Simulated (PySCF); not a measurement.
C2H5NO2Si. Atoms are numbered in the order given.

```xyz
11

O      1.8505     0.3621     1.1065
Si     0.5376     0.7175     0.1632
C     -1.1516     0.1715     0.8130
N     -1.6819    -0.6971     0.0387
C     -0.8726    -1.0005    -1.1278
O      0.3452    -0.2868    -1.1617
H      1.9521    -0.5463     1.4094
H      0.7231     2.1386    -0.1936
H     -1.7055     0.4598     1.7184
H     -0.6743    -2.0867    -1.1340
H     -1.4688    -0.7594    -2.0248
```

Geometry optimised at ωB97X-D3(BJ)/def2-SVP. The structure was generated by enumeration; whether it is a known compound was not checked. The values are those of a single conformer.

Vertical ionisation energy (IE) and electron affinity (EA) in eV. Rows of orbital energies are one-electron estimates. Where ΔSCF, EOM or ADC give a negative EA the extra electron is unbound and the value depends on the basis.

```csv
level,IE,EA
"−ε(HOMO), −ε(LUMO), B3LYP/def2-TZVP (PySCF)",7.26,1.38
"−ε(HOMO), −ε(LUMO), PBE/def2-TZVP (PySCF)",[?],[?]
```

Q: Fill in the missing entries. (The exact figures need the calculation; the answer reports its results.)

A: 
- −ε(HOMO), −ε(LUMO), PBE/def2-TZVP (PySCF), IE: 6.01
- −ε(HOMO), −ε(LUMO), PBE/def2-TZVP (PySCF), EA: 2.16
